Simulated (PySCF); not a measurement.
# Spinor energies of Cu²⁺ (copper, charge +2)

Start: [Ar] 3d9; 3d3/2 filled at m_j = -1/2, +1/2, +3/2; 3d5/2 filled at m_j = -5/2, -3/2, -1/2, +1/2, +3/2, +5/2. Calculated with PySCF 2.14 in x2c-TZVPall-2c (6s7p4d1f, 54 functions): generalised Hartree-Fock with the X2C-1e Hamiltonian and a Gaussian nucleus; one run each with spin-orbit coupling (SO) screened by Boettger's factors, then bare. This is a chosen level, not necessarily the ground level.

```csv
spinor shell,electrons,"ε, screened SO (eV)","ε, bare SO (eV)",weight of nominal j (bare SO),"rms radius, bare SO (bohr)"
1s1/2,2,-9073.8,-9073.8,1.000,0.0601
2s1/2,2,-1160.4,-1160.4,1.000,0.254
2p1/2,2,-1014.6,-1015.7,1.000,0.226
2p3/2,4,-994.27,-993.78,1.000,0.229
3s1/2,2,-166.78,-166.79,1.000,0.763
3p1/2,2,-118.28,-118.41,0.922,0.804
3d3/2,3,-39.569,-39.879,0.667,1.03
3d5/2,6,-39.826,-39.668,0.833,1.03
```

(1) Where does 3p3/2 lie, and what is the 3p spin-orbit splitting (bare SO)?

```csv
quantity,screened SO,bare SO
E (hartree),-1652.26729,-1652.27050
M_J,3/2,3/2
⟨J²⟩,3.763,3.757
⟨L²⟩,6.005,6.005
⟨S²⟩,0.752,0.752
```

Each row is a mean over spinors that exchange with the open shell spreads, by up to 6.526 eV (3p1/2).

Rows whose weight is well below 1 are mixtures of j = l ± 1/2: exchange outweighs spin-orbit coupling there, and the label is only the starting occupation.

Answers

(1) At -117.47 eV, 0.943 eV above 3p1/2.
